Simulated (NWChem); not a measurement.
C2H3ClFGa; SMILES C=[CH][Ga]([F])[Cl]

```xyz
8

Ga    -0.4141    -0.0414     0.0000
F     -2.0366     0.6254     0.0000
Cl     1.1479     1.4600     0.0000
C     -0.0541    -1.9460     0.0000
C      1.1984    -2.4183     0.0000
H     -0.8999    -2.6318     0.0000
H      1.4091    -3.4876     0.0000
H      2.0677    -1.7640     0.0000
```
Atoms are numbered in this order, from 1.

Level: B3LYP/6-31G* (spherical d) (NWChem), optimised geometry, unscaled harmonic frequencies. B3LYP is NWChem's, with the RPA form of VWN correlation.

| frequency (cm⁻¹) | IR intensity (km/mol) |
|---|---|
| 88 | 1.6 |
| 89 | 1.3 |
| 165 | 9.3 |
| 175 | 19.4 |
| 304 | 6.1 |
| 396 | 47.1 |
| 483 | 32.1 |
| 582 | 42.5 |
| 695 | 81.5 |
| 1010 | 17.2 |
| 1016 | 8.6 |
| 1040 | 30.0 |
| 1278 | 17.1 |
| 1453 | 17.1 |
| 1663 | 7.7 |
| 3143 | 10.1 |
| 3171 | 5.6 |
| 3225 | 5.5 |

| Quantity | Value |
|---|---|
| zero-point energy | 28.5 kcal/mol |
| thermal correction to the enthalpy at 298.15 K (with zero-point energy) | 33.5 kcal/mol |
| heat capacity Cv | 21.3 cal/(mol K) |
| entropy at 298.15 K and 1 atm (symmetry number 1) | 85.2 cal/(mol K) |
| dipole moment | 3.58 D |

Rigid rotor and harmonic oscillator; modes under 100 cm⁻¹ make the entropy uncertain.
